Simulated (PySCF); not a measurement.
HS2 (SMILES [S]S), doublet, geometry from GFN2-xTB; CAMB3LYP/6-31G (PySCF).

PySCF was given this input:
```python
from pyscf import gto, scf, dft

mol = gto.Mole()
mol.atom = '''
    S     0.91067831   -0.45184823   -0.02081956
    S    -0.80573747    0.48637639    0.01910795
    H    -1.67905351   -0.55245053    0.02738580
'''
mol.basis = '6-31g'
mol.spin = 1
mol.verbose = 4
mol.build()

mf = dft.ROKS(mol)
mf.xc = 'camb3lyp'
mf.kernel()
```

What the program printed (banner, timings and long lists left out):

```
PySCF version 2.14.0

[INPUT] verbose = 4
[INPUT] num. atoms = 3
[INPUT] num. electrons = 33
[INPUT] charge = 0
[INPUT] spin (= nelec alpha-beta = 2S) = 1
[INPUT] symmetry False subgroup None
[INPUT] Mole.unit = angstrom
[INPUT] Symbol           X                Y                Z      unit          X                Y                Z       unit  Magmom
[INPUT]  1 S      0.910678310000  -0.451848230000  -0.020819560000 AA    1.720932593482  -0.853869404569  -0.039343266434 Bohr   0.0
[INPUT]  2 S     -0.805737470000   0.486376390000   0.019107950000 AA   -1.522623146600   0.919118170555   0.036108792302 Bohr   0.0
[INPUT]  3 H     -1.679053510000  -0.552450530000   0.027385800000 AA   -3.172951282390  -1.043980199071   0.051751661702 Bohr   0.0

nuclear repulsion = 78.7451638534672
number of shells = 16
number of NR pGTOs = 96
number of NR cGTOs = 28
basis = 6-31g
ecp = {}

******** <class 'pyscf.dft.roks.ROKS'> ********
method = ROKS
initial guess = minao
damping factor = 0
level_shift factor = 0
DIIS = <class 'pyscf.scf.diis.CDIIS'>
diis_start_cycle = 1
diis_space = 8
diis_damp = 0
SCF conv_tol = 1e-09
SCF conv_tol_grad = None
SCF max_cycles = 50
direct_scf = True
direct_scf_tol = 1e-13
num. doubly occ = 16  num. singly occ = 1
XC library pyscf.dft.libxc version 7.1.2
    S. Lehtola, C. Steigemann, M. J. T. Oliveira, and M. A. L. Marques,  SoftwareX 7, 1–5 (2018)
XC functionals = camb3lyp
    T. Yanai, D. P. Tew, and N. C. Handy,  Chem. Phys. Lett. 393, 51 (2004)
radial grids:
    Treutler-Ahlrichs [JCP 102, 346 (1995); DOI:10.1063/1.469408] (M4) radial grids

becke partition: Becke, JCP 88, 2547 (1988); DOI:10.1063/1.454033
pruning grids: <function nwchem_prune>
grids dens level: 3
symmetrized grids: False
atomic radii adjust function: <function treutler_atomic_radii_adjust>
small_rho_cutoff = 0
Set gradient conv threshold to 3.16228e-05
tot grids = 47568
init E= -797.034353351167
  HOMO = -0.225823491633106  LUMO = -0.0190212756700257  gap/eV = 5.62737
cycle= 1 E= -796.82954851518  delta_E= 0.205  |g|= 0.233  |ddm|= 1.44
  HOMO = -0.191001792531002  LUMO = 0.0102593516592583  gap/eV = 5.47659
cycle= 2 E= -796.830369262379  delta_E= -0.000821  |g|= 0.277  |ddm|= 0.703
  HOMO = -0.213179568910465  LUMO = 0.023760691135211  gap/eV = 6.44747
cycle= 3 E= -796.86171397416  delta_E= -0.0313  |g|= 0.0192  |ddm|= 0.344
  HOMO = -0.208433673745627  LUMO = 0.0266471358246625  gap/eV = 6.39687
cycle= 4 E= -796.862072260419  delta_E= -0.000358  |g|= 0.0118  |ddm|= 0.0426
  HOMO = -0.208550816111392  LUMO = 0.0268704664846026  gap/eV = 6.40614
cycle= 5 E= -796.862168876685  delta_E= -9.66e-05  |g|= 0.00473  |ddm|= 0.0225
  HOMO = -0.209644829115968  LUMO = 0.0264056447656563  gap/eV = 6.42326
cycle= 6 E= -796.862183752707  delta_E= -1.49e-05  |g|= 0.00133  |ddm|= 0.00953
  HOMO = -0.209684895924568  LUMO = 0.0265579044199502  gap/eV = 6.42849
cycle= 7 E= -796.86218509357  delta_E= -1.34e-06  |g|= 8.75e-05  |ddm|= 0.0037
  HOMO = -0.209675218527445  LUMO = 0.0265466389943558  gap/eV = 6.42792
cycle= 8 E= -796.862185099451  delta_E= -5.88e-09  |g|= 1.23e-05  |ddm|= 0.000235
  HOMO = -0.209673621093039  LUMO = 0.0265466021923875  gap/eV = 6.42788
cycle= 9 E= -796.862185099665  delta_E= -2.14e-10  |g|= 2.23e-06  |ddm|= 6.35e-05
  HOMO = -0.20967433857138  LUMO = 0.0265464198395606  gap/eV = 6.42789
Extra cycle  E= -796.862185099671  delta_E= -6.48e-12  |g|= 1.51e-06  |ddm|= 9.57e-06
converged SCF energy = -796.862185099671
```
